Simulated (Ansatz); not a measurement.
Program: Ansatz 0.2.0.

Basis-set series for C2H5GeN, SMILES `C#[C][GeH2][NH2]`. The species carries charge 0 and has multiplicity 1. Geometry: relaxed with PBE0-D4/def2-TZVP. It is one conformer, not always the lowest.

| functional | basis | functions | energy (Eh) | HOMO (eV) | LUMO (eV) |
| --- | --- | --- | --- | --- | --- |
| PBE0-D4 | def2-SVP | 99 | -2210.12835 | -7.36 | 0.14 |
| PBE0-D4 | def2-QZVPP | 410 | -2210.60012 | -7.61 | -0.25 |
| ωB97M-V | def2-SVP | 99 | -2210.37133 | -9.70 | 2.12 |
| ωB97M-V | def2-QZVPP | 410 | -2210.84740 | -9.96 | 1.39 |

(1) Give the rows for def2-TZVPP. (Estimate.)

Results:

(1) The calculation gave: 
```
functional       basis  functions  energy (Eh)  HOMO (eV)  LUMO (eV)
   PBE0-D4  def2-TZVPP        211  -2210.54736      -7.57      -0.13
   ωB97M-V  def2-TZVPP        211  -2210.79644      -9.93       1.68
```

Positive LUMOs are unbound and depend on the basis. Scalar relativity is left out up to krypton.
